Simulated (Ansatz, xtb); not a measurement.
Gas-phase reaction R1 → P1 + P2, each structure at its B3LYP-D3(BJ)/def2-TZVP stationary point, reached from a drawn start (curvature not checked).
R1: Cl3HSi (SMILES Cl[SiH](Cl)Cl), charge 0, multiplicity 1.
P1: Cl2Si (SMILES Cl[Si]Cl), charge 0, multiplicity 1.
P2: HCl (SMILES Cl), charge 0, multiplicity 1.

P less R. No zero-point or thermal terms.

Programs: Ansatz (a quantum-chemistry and plane-wave program) with Gaussian orbitals; xtb for the GFN methods. Each number belongs to the level named beside it.

Task: Give the reaction energy at the level GFN1-xTB.

Result: 93.1 kcal/mol

Task: What is the computed reaction energy (GFN2-xTB)?

Result: 57.6 kcal/mol

Task: Predict the reaction energy from BLYP/def2-TZVPP.

Result: 45.9 kcal/mol
